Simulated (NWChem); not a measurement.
System: CH7ClSi2; SMILES C[Si@@H]([SiH3])Cl

```xyz
11

C     -2.0683     0.3925    -0.3803
Si    -0.4193     0.1297     0.4674
Si     0.5993    -1.9006    -0.1191
Cl     0.8961     1.6405    -0.1250
H     -2.7877    -0.3781    -0.0602
H     -1.9601     0.3364    -1.4738
H     -2.4800     1.3803    -0.1225
H     -0.5743     0.2404     1.9492
H     -0.2642    -3.0559     0.2830
H      0.7974    -1.9448    -1.6006
H      1.9256    -2.0294     0.5564
```
Atoms are numbered in this order, from 1.

Program: NWChem. Pople sets run with spherical d functions. Coordinates come from a PBE0/def2-SVP optimisation. Ions are spin-unrestricted doublets at the neutral geometry; other ion states weren't tried. Functional: LC-ωPBE (HJS hole) with 6-31G*; the question gives the range parameter ω in 1/bohr.

**Question.** What does the run give for range parameter (1/bohr) 0.05? Quantities: vertical ionisation energy, ΔSCF (eV); −ε(HOMO) (eV).

**Answer.** 
| Property | Result |
|---|---|
| vertical ionisation energy, ΔSCF (eV) | 9.55 |
| −ε(HOMO) (eV) | 7.47 |
